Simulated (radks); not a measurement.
The mean radii <r> (bohr) of the occupied orbitals of an atom or ion are listed with their occupations. Method: scalar-relativistic Kohn-Sham, LB94 model potential, spin-polarised, spherical densities, finite nucleus; Fermi nuclear charge, rms radius of each element as measured or else 0.836 A^(1/3) + 0.57 fm; computed with a radial shooting solver on a logarithmic mesh with Libxc functionals.

| orbital | occ. | <r> |
|---|---|---|
| 1s down | 1 | 0.02405 |
| 1s up | 1 | 0.02406 |
| 2s up | 1 | 0.1016 |
| 2s down | 1 | 0.1017 |
| 2p up | 3 | 0.08900 |
| 2p down | 3 | 0.08911 |
| 3s up | 1 | 0.2474 |
| 3s down | 1 | 0.2470 |
| 3p up | 3 | 0.2403 |

Name the element and its charge. Open shells, if any, are filled with parallel spins first.

Answer. Z = 59, praseodymium, charge +44: Pr44+ in [Ne] 3s2 3p3. The 1s radius gives Z: for a bare nucleus <r> = (2 gamma + 1)/(2Z) with gamma = sqrt(1 - (Z/c)^2), 0.02377 bohr for Z = 59, and screening makes it slightly larger (0.02405 here). The occupations add up to 15, and the charge is Z minus that.
